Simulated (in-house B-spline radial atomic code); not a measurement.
## In3+: [Ne] 3s2 (3p1/2)1 (3p3/2)4 3d10 4s2 4p6 4d10 5s1 (with a hole in an inner shell)

Level of theory: Dirac-Hartree-Fock, average of the jj configuration, Fermi nucleus of rms radius 4.6156 fm; calculated with a B-spline radial code for spherical atoms.

Effective charges: Z_r = [3n² - l(l+1)]/(2<r>) from the radius, Z_e = n√(-2ε) from the energy, and Slater's rules. Values are occupation-weighted means over j. An effective charge above Z reflects the relativistic contraction of the inner shells.

```json
{"shell": "1s", "electrons": "2", "ε (eV)": "-28183", "<r> (bohr)": "0.0297", "Z_r": "50.50", "Z_e": "45.51", "Slater": "48.70"}
{"shell": "2s", "electrons": "2", "ε (eV)": "-4367.9", "<r> (bohr)": "0.1278", "Z_r": "46.94", "Z_e": "35.83", "Slater": "44.85"}
{"shell": "2p", "electrons": "6", "ε (eV)": "-3925.1", "<r> (bohr)": "0.112", "Z_r": "44.64", "Z_e": "33.97", "Slater": "44.85"}
{"shell": "3s", "electrons": "2", "ε (eV)": "-907.71", "<r> (bohr)": "0.3447", "Z_r": "39.16", "Z_e": "24.50", "Slater": "38.10"}
{"shell": "3p", "electrons": "5", "ε (eV)": "-757.98", "<r> (bohr)": "0.3446", "Z_r": "36.27", "Z_e": "22.39", "Slater": "38.10"}
{"shell": "3d", "electrons": "10", "ε (eV)": "-530.18", "<r> (bohr)": "0.3195", "Z_r": "32.86", "Z_e": "18.73", "Slater": "28.85"}
{"shell": "4s", "electrons": "2", "ε (eV)": "-185.1", "<r> (bohr)": "0.836", "Z_r": "28.71", "Z_e": "14.75", "Slater": "22.10"}
{"shell": "4p", "electrons": "6", "ε (eV)": "-137.06", "<r> (bohr)": "0.9004", "Z_r": "25.54", "Z_e": "12.70", "Slater": "22.10"}
{"shell": "4d", "electrons": "10", "ε (eV)": "-64.815", "<r> (bohr)": "1.081", "Z_r": "19.43", "Z_e": "8.73", "Slater": "10.85"}
{"shell": "5s", "electrons": "1", "ε (eV)": "-38.883", "<r> (bohr)": "2.206", "Z_r": "17.00", "Z_e": "8.45", "Slater": "6.70"}
```

The least bound orbital is 5s1/2 at -38.88 eV, and it is also the most diffuse (<r> = 2.206 bohr). The part-filled 3p shell lies below the filled 4d shell in orbital energy.

For the 1s electron the small component carries 3.23 % of the norm, the zero-frequency Breit interaction raises the level by 62.94 eV, self-energy by 35.79 eV, and vacuum polarisation lowers it by 4.637 eV.
